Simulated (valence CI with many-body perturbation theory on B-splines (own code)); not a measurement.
**E1 transitions of Pb⁵⁰⁺**

Method: valence CI with perturbative core correlation (CI+MBPT): four valence electrons over a frozen Dirac-Fock core [Ar] 3d10, a basis of 11 s, 11 p, 10 d, 8 f, 5 g, 2 h functions for each j, with the one-electron correlation potential Σ1 (screened to all orders), the two-electron term Σ2, the three-electron term Σ3, Breit, model QED; selected single and double excitations, second order for the rest, scaled by the run's own slope (own B-spline code, finite nucleus).

The last digits are not significant, and no measured levels were compared; by estimate large intervals hold to a few tenths of a per cent, small ones and those within an open d or f shell to about a per cent. Among the levels kept, up to 400 cm⁻¹ of a level comes from second order outside the variational space, and about a tenth of that is noise between levels of different J, which matters for small intervals.

Lines 1 to 50 of 555 in falling wavelength, among levels below 910.11 eV, chosen from the strongest by gf and those to the six lowest levels. Wavelengths and rates use the calculated energies. Electric multipoles are in the length gauge with retardation, E1 and E2 with the static RPA response of the core. Weak lines are less certain than strong ones. Lines between different terms over intervals too small for the method are left out, as are lines whose strength nearly cancels. Where a level lies close to another of its J and parity, the split of strength between their lines is uncertain. The highest levels of a list are the least certain.

Levels are named by their leading jj configuration (3d3/2^4 stands for four electrons in 3d with j = 3/2), which in mixed levels can hold well under half, so a name can repeat and another be missing. Letters in brackets count levels of one name in rising energy.

| λ vac (nm) | Upper | Lower | A (s⁻¹) | S (a.u.) with core polarisation | S without |
| --- | --- | --- | --- | --- | --- |
| 37.84 | (4s^2 4p1/2 4d3/2) J=1 | (4s^2 4p3/2^2) J=2 | 3.44e+06 | 2.76e-04 | 2.93e-04 |
| 34.35 | (4s^2 4p3/2^2) J=2 | (4s 4p1/2^2 4p3/2) J=1 | 6.00e+06 | 6.00e-04 | 6.34e-04 |
| 26.50 | (4s^2 4p3/2^2) J=0 | (4s 4p1/2^2 4p3/2) J=1 | 1.77e+07 | 1.62e-04 | 1.71e-04 |
| 23.36 | (4s^2 4p3/2^2) J=2 | (4s 4p1/2^2 4p3/2) J=2 | 1.13e+07 | 3.57e-04 | 3.77e-04 |
| 21.94 | (4s^2 4p1/2 4d5/2) J=2 | (4s^2 4p3/2^2) J=2 | 3.79e+07 | 9.88e-04 | 1.05e-03 |
| 21.50 | (4s^2 4p1/2 4d5/2) J=3 | (4s^2 4p3/2^2) J=2 | 2.39e+07 | 8.23e-04 | 8.74e-04 |
| 12.17 | (4s 4p1/2 4p3/2 4d3/2) J=4 | (4s^2 4p3/2 4d3/2) J=3 | 1.30e+10 | 1.04e-01 | 1.11e-01 |
| 12.10 | (4s 4p1/2 4d3/2 4d5/2) J=5 | (4s^2 4d3/2 4d5/2) J=4 | 1.58e+10 | 1.52e-01 | 1.61e-01 |
| 11.77 | (4s 4p1/2 4p3/2^2) J=2 [a] | (4s^2 4p3/2^2) J=2 | 2.80e+09 | 1.13e-02 | 1.19e-02 |
| 11.39 | (4s 4p1/2 4p3/2 4f5/2) J=4 [a] | (4s^2 4p3/2 4f5/2) J=3 | 9.27e+09 | 6.09e-02 | 6.45e-02 |
| 11.16 | (4s 4p1/2 4p3/2 4f7/2) J=6 | (4s^2 4p3/2 4f7/2) J=5 | 2.22e+10 | 1.98e-01 | 2.09e-01 |
| 11.13 | (4s 4p1/2 4d5/2^2) J=5 [a] | (4s^2 4p3/2 4f5/2) J=4 | 1.72e+10 | 1.29e-01 | 1.36e-01 |
| 11.11 | (4s 4p1/2 4d5/2^2) J=5 [b] | (4s^2 4d5/2^2) J=4 | 1.98e+10 | 1.47e-01 | 1.56e-01 |
| 11.08 | (4s 4p1/2 4p3/2 4d5/2) J=5 | (4s^2 4p3/2 4d5/2) J=4 | 2.03e+10 | 1.50e-01 | 1.59e-01 |
| 11.02 | (4s 4p1/2^2 4p3/2) J=2 | (4s^2 4p1/2 4p3/2) J=2 | 1.55e+10 | 5.11e-02 | 5.41e-02 |
| 10.97 | (4p1/2^2 4p3/2 4d5/2) J=4 | (4s 4p1/2 4p3/2 4d5/2) J=3 [c] | 1.39e+10 | 8.13e-02 | 8.61e-02 |
| 10.93 | (4s 4p1/2 4p3/2 4f7/2) J=5 [b] | (4s^2 4p3/2 4f7/2) J=4 | 1.34e+10 | 9.51e-02 | 1.01e-01 |
| 10.84 | (4s 4p1/2 4p3/2 4d5/2) J=4 [c] | (4s^2 4p3/2 4d5/2) J=3 | 1.37e+10 | 7.78e-02 | 8.24e-02 |
| 10.84 | (4s 4p1/2 4d3/2 4d5/2) J=4 [c] | (4s^2 4d3/2 4d5/2) J=4 | 1.09e+10 | 6.17e-02 | 6.54e-02 |
| 10.81 | (4s 4p1/2 4p3/2 4d5/2) J=3 [a] | (4s^2 4p3/2 4d5/2) J=2 | 1.35e+10 | 5.86e-02 | 6.21e-02 |
| 10.80 | (4s 4p1/2^2 4f5/2) J=3 | (4s^2 4p1/2 4f5/2) J=2 | 2.45e+10 | 1.06e-01 | 1.12e-01 |
| 10.77 | (4s 4p1/2^2 4d5/2) J=3 | (4s^2 4p1/2 4d5/2) J=3 | 1.67e+10 | 7.22e-02 | 7.65e-02 |
| 10.76 | (4s 4p1/2 4p3/2^2) J=3 | (4s^2 4p3/2^2) J=2 | 1.92e+10 | 8.27e-02 | 8.77e-02 |
| 10.66 | (4s 4p1/2^2 4d5/2) J=3 | (4s^2 4p1/2 4d5/2) J=2 | 2.33e+10 | 9.76e-02 | 1.03e-01 |
| 10.59 | (4s 4p1/2 4p3/2 4f7/2) J=3 [d] | (4s^2 4d5/2^2) J=2 | 2.24e+10 | 9.19e-02 | 9.73e-02 |
| 10.57 | (4s 4p1/2 4p3/2 4f5/2) J=4 [c] | (4s^2 4p3/2 4f5/2) J=4 | 1.11e+10 | 5.83e-02 | 6.17e-02 |
| 10.56 | (4s 4p1/2^2 4p3/2) J=2 | (4s^2 4p1/2 4p3/2) J=1 | 1.83e+10 | 5.30e-02 | 5.62e-02 |
| 10.48 | (4s 4p1/2^2 4f7/2) J=4 | (4s^2 4p1/2 4f7/2) J=4 | 1.89e+10 | 9.69e-02 | 1.02e-01 |
| 10.47 | (4s 4p1/2 4d5/2^2) J=2 [b] | (4s^2 4d5/2^2) J=2 | 2.52e+10 | 7.13e-02 | 7.55e-02 |
| 10.47 | (4s 4p1/2^2 4f7/2) J=4 | (4s^2 4p1/2 4f7/2) J=3 | 3.09e+10 | 1.57e-01 | 1.66e-01 |
| 10.45 | (4s 4p1/2 4p3/2 4f7/2) J=4 [b] | (4s^2 4p3/2 4f7/2) J=4 | 1.22e+10 | 6.17e-02 | 6.54e-02 |
| 10.43 | (4s 4p1/2^2 4d3/2) J=1 | (4s^2 4p1/2 4d3/2) J=2 | 3.62e+10 | 6.09e-02 | 6.44e-02 |
| 10.42 | (4s 4p1/2 4p3/2 4d3/2) J=3 [c] | (4s^2 4p3/2 4d3/2) J=3 | 1.89e+10 | 7.38e-02 | 7.81e-02 |
| 10.39 | (4p1/2^2 4p3/2 4d5/2) J=4 | (4s 4p1/2 4p3/2 4d5/2) J=4 [b] | 1.27e+10 | 6.31e-02 | 6.69e-02 |
| 10.33 | (4s 4p1/2 4p3/2 4d5/2) J=2 [c] | (4s^2 4p3/2 4d5/2) J=1 | 2.50e+10 | 6.80e-02 | 7.20e-02 |
| 10.31 | (4p1/2^2 4p3/2 4d3/2) J=3 | (4s 4p1/2 4p3/2 4d3/2) J=3 [c] | 2.44e+10 | 9.26e-02 | 9.81e-02 |
| 10.29 | (4p1/2^2 4p3/2 4d3/2) J=2 | (4s 4p1/2 4p3/2 4d3/2) J=2 [b] | 2.39e+10 | 6.42e-02 | 6.80e-02 |
| 10.21 | (4s 4p1/2^2 4f7/2) J=3 | (4s^2 4p1/2 4f7/2) J=4 | 3.74e+10 | 1.38e-01 | 1.46e-01 |
| 10.21 | (4s 4p1/2^2 4f5/2) J=2 | (4s^2 4p1/2 4f5/2) J=3 | 3.60e+10 | 9.45e-02 | 1.00e-01 |
| 10.18 | (4s 4p1/2^2 4f5/2) J=3 | (4s^2 4p1/2 4f5/2) J=3 | 2.27e+10 | 8.26e-02 | 8.74e-02 |
| 10.12 | (4s 4p1/2 4p3/2 4d5/2) J=2 [b] | (4s^2 4p3/2 4d5/2) J=2 | 2.16e+10 | 5.52e-02 | 5.85e-02 |
| 10.08 | (4p1/2^2 4p3/2 4d5/2) J=1 | (4s 4p1/2 4p3/2 4d5/2) J=2 [c] | 4.95e+10 | 7.51e-02 | 7.95e-02 |
| 10.07 | (4s 4p1/2^2 4d3/2) J=2 | (4s^2 4p1/2 4d3/2) J=2 | 2.58e+10 | 6.49e-02 | 6.87e-02 |
| 10.06 | (4s 4p1/2 4p3/2 4f7/2) J=4 [c] | (4s^2 4p3/2 4f5/2) J=4 | 1.23e+10 | 5.54e-02 | 5.86e-02 |
| 9.984 | (4s 4p1/2^2 4d5/2) J=2 | (4s^2 4p1/2 4d5/2) J=3 | 4.05e+10 | 9.96e-02 | 1.05e-01 |
| 9.973 | (4s 4p1/2 4p3/2 4f5/2) J=2 [d] | (4s^2 4p3/2 4f5/2) J=1 | 2.28e+10 | 5.59e-02 | 5.91e-02 |
| 9.971 | (4p1/2^2 4p3/2 4d5/2) J=2 | (4s 4p1/2 4p3/2 4d5/2) J=2 [b] | 3.17e+10 | 7.76e-02 | 8.21e-02 |
| 9.915 | (4s 4p1/2 4p3/2 4d5/2) J=3 [d] | (4s^2 4p3/2 4d5/2) J=3 | 2.43e+10 | 8.17e-02 | 8.65e-02 |
| 9.825 | (4s 4p1/2 4d5/2^2) J=3 [a] | (4s^2 4p3/2 4f5/2) J=4 | 1.84e+10 | 6.03e-02 | 6.39e-02 |
| 9.807 | (4s 4p1/2 4p3/2 4f7/2) J=5 [c] | (4s^2 4p3/2 4f7/2) J=5 | 2.38e+10 | 1.22e-01 | 1.29e-01 |
